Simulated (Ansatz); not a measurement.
`[NH2][GaH][OH]`, relaxed with RKS PBE0-D4/def2-TZVP in Ansatz 0.2.0 from a GFN2-xTB geometry. The force threshold is 0.005 eV/Å; the program also tests the step.

Total charge 0; spin multiplicity 1.

Start:

```xyz
7

N     0.687    0.857    0.823
Ga    0.169   -0.264   -0.511
O    -1.506   -0.648   -0.452
H     0.065    0.958    1.618
H     1.645    0.969    1.129
H     1.087   -0.757   -1.629
H    -2.149   -1.113   -0.978
```

Task: How much energy does the relaxation release, and in how many steps? (Estimate.)

Result: The calculation gave: 4.42 kcal/mol, in 7 steps.

Task: Which bonds change most? (Estimate.)

Result: Ansatz gave: Ga2–O3 from 1.720 to 1.790 Å; Ga2–H6 from 1.529 to 1.554 Å; N1–Ga2 from 1.818 to 1.804 Å; N1–H4 from 1.014 to 1.005 Å.

Task: Give the relaxed structure. (An estimate is asked.)

Result: Ansatz gave: 
```xyz
7

N     0.703    0.726    0.913
Ga    0.123   -0.265   -0.478
O    -1.630   -0.613   -0.379
H     0.095    1.038    1.651
H     1.653    1.025    1.042
H     1.019   -0.772   -1.642
H    -1.964   -1.138   -1.107
```
